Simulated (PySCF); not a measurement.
Gas-phase reaction: 2 GeF4 + 2 O → Ge2O2 + 4 F2

Energies from PySCF, thermal terms from the rigid-rotor harmonic-oscillator model, ideal gas at 1 bar. † marks an energy on the PBE0/def2-TZVP geometry and frequencies; other levels use their own. CCSD(T) freezes the core. 6-31G* has spherical d functions here. Open shells (unrestricted): O (multiplicity 3, electronic degeneracy 9); the rest are closed-shell singlets. Spin-orbit splitting is ignored; it lowers the true energy and changes the entropy of O. Ge: all electrons, no relativistic terms. Ge2O2: computed as isolated molecules; such fragments, hydroxides, amides, oligomers or adducts are transient or little studied in the gas. CCSD(T) isn't extrapolated to the basis-set limit; its ΔH°(298 K) is 1690.3 kJ in def2-SVP and 1690.5 kJ in def2-TZVPP. The harmonic model lacks anharmonicity and excited electronic states, which grow with temperature; levels with a mode under 35 cm⁻¹ are left out.

| level | ΔE electronic, kJ | ΔH°(298 K), kJ | ΔS°(298 K), J/K | ΔG°(600 K), kJ |
|---|---|---|---|---|
| CCSD(T)/def2-SVP† | 1696 | 1690 | 176 | 1588 |
| CCSD(T)/def2-TZVPP† | 1696 | 1690 | 176 | 1588 |
| HF/6-31G* | 2260 | 2256 | 178 | 2152 |
| PBE0/def2-TZVP | 1630 | 1624 | 176 | 1521 |
| r2SCAN/def2-TZVP† | 1640 | 1634 | 176 | 1531 |
ΔH° is lowest at PBE0/def2-TZVP and highest at HF/6-31G*. No reference value is set beside these.
